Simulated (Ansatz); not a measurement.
Compare A (`[NH2][AlH][N]([SiH3])[SiH3]`) with its isomer B (`N[Si](N)([AlH2])[SiH3]`).

Computed with Ansatz on PBE0-D4/def2-TZVP structures; ΔE is electronic, products minus reactants. CCSD(T)/CBS is the MP2 limit (def2-TZVPP, def2-QZVPP) plus CCSD(T) − MP2 in def2-TZVPP, frozen cores. Functionals use def2-TZVPP. B3LYP here is the variant with VWN-RPA as its local correlation; programs differ in this. One conformer a species, not always the lowest.

Problem. Which is lower in electronic energy at CCSD(T)/CBS, and by how much? (An estimate is asked.)

Solution. Computed: A, by 218.1 kJ/mol.

Problem. Give E(B) − E(A) in kJ/mol with PBE-D4, B3LYP-D4, MP2/def2-TZVPP, B2PLYP, ωB97M-V, CCSD/def2-TZVPP, B3LYP. (Best estimate.)

Solution. Computed: PBE-D4 174.2, B3LYP-D4 211.4, MP2/def2-TZVPP 238.2, B2PLYP 221.8, ωB97M-V 222.7, CCSD/def2-TZVPP 223.7, B3LYP 208.1. None reverses the order clearly.

Largest T1 diagnostic: 0.013.

From PBE to PBE0 (25 % exact exchange), in def2-TZVPP and without D4, E(B) − E(A) moves by +12.6 kJ/mol. The D4 term adds +3.4 kJ/mol with B3LYP and +1.5 kJ/mol with PBE0; it sums over pairs of atoms, weighted by their polarisabilities, and B3LYP, whose exchange is more repulsive, gets the larger term.
